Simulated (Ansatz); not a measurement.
```xyz
13

Si    0.179   -2.101    0.492
C    -0.060   -0.250    0.659
Si    0.051    0.685   -0.960
P    -0.233    2.918   -0.807
H    -0.859   -2.672   -0.408
H     0.078   -2.774    1.815
H     1.517   -2.395   -0.086
H     0.696    0.146    1.346
H    -1.038   -0.056    1.112
H    -0.987    0.182   -1.902
H     1.385    0.461   -1.579
H     0.654    3.048    0.296
H    -1.383    2.808    0.021
```

Charge 0, multiplicity 1.

Problem. List the ωB97M-V/def2-TZVPP orbital energies in eV (Ansatz 0.2.0). (An estimate is asked.)

Solution. Computed: Occupied: -2105.09, -1807.11, -1806.89, -281.25, -182.64, -148.17, -147.98, -131.28, -131.25, -131.18, -102.29, -102.27, -102.27, -102.09, -102.09, -102.08, -22.73, -20.63, -17.42, -16.84, -14.72, -13.28, -12.90, -11.97, -11.83, -11.74, -11.51, -11.08, -9.48. Lowest empty: 1.79, 2.04, 2.25, 2.43, 2.95, 3.01, 3.24, 3.42.
